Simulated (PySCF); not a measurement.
**Spin states and ions at one geometry of [WOF5]−**

PySCF 2.14.0, RKS BP86, W def2-SVP with ECP60, O def2-SVP, F def2-SVP; non-relativistic Hamiltonian with scalar-relativistic core potentials where named; density fitting; no spin-orbit coupling; singlets restricted, open shells unrestricted. The geometry is relaxed for charge -1, singlet, vacuum:

```xyz
7

W     0.0705   -0.0439    0.0486
O     1.2895   -0.7441    1.0783
F    -0.0540    1.5899    1.0275
F    -1.3905   -0.7454    1.0561
F     1.3219    0.7807   -1.1330
F    -1.3194    0.7335   -1.1223
F    -0.0210   -1.5491   -1.1223
```

Energies count from the relaxed state; an electron taken off or put on is at rest in vacuum. Charges and spins are Mulliken's.

```tsv
state	energy (eV)	spin squared	charge on W1 (e)	spin on W1 (e)	dipole about the centre of mass (D)
charge -1, singlet, vacuum	0.00	0.00	1.18	0.00	0.54
charge -1, triplet, vacuum	4.45	2.00	1.04	0.82	1.05
```

Question: What does the state charge 0, doublet, vacuum give?

Answer: energy (eV) 6.63, spin squared 0.75, charge on W1 (e) 1.39, spin on W1 (e) -0.08, dipole about the centre of mass (D) 1.05.

With an electron taken off (doublet) the charges change, summed by element, by W +0.21 e, O +0.19 e, F +0.60 e. The vertical ionisation energy is 6.63 eV, against −ε(HOMO) = 3.22 eV of the relaxed state. The level lies 3.4 eV too high, as is usual for semilocal functionals and global hybrids, which keep a self-interaction error.

Open shells may have lower solutions than those found. Hard to converge, so the more doubtful: charge 0, doublet, vacuum.
